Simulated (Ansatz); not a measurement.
System: ReF4, net charge 0, quartet state. The spin state was set by rule; other spins were not relaxed. SMILES: [F][Re]([F])([F])[F]
Geometry: optimised at B3LYP-D3(BJ)/def2-TZVP (Ansatz, an electronic-structure program).

Computed values are from Ansatz. Correlated levels leave the core frozen unless marked. Open shells are spin-unrestricted. Spin-orbit coupling is left out. The frozen core is the preceding noble-gas configuration, with the filled d and f shells of earlier blocks. In def2 rows, elements after Kr have scalar-relativistic effective core potentials. CBS(X,Y): correlation extrapolated as X^-3; Hartree-Fock from the larger set. [CCSD(T)-MP2]/basis is that difference in the basis named.

The atomisation energy De comes out as 1823.0 kJ/mol at RI-MP2/CBS(def2-TZVPP,def2-QZVPP)+[CCSD(T)-MP2]/def2-TZVPP and the total energy comes out as -477.0512 Eh at RI-MP2/CBS(def2-TZVPP,def2-QZVPP)+[CCSD(T)-MP2]/def2-TZVPP. The dipole moment is 0.00 D at CCSD(T)/def2-SVPD. The T1 diagnostic is 0.025 at CCSD/def2-TZVPP.
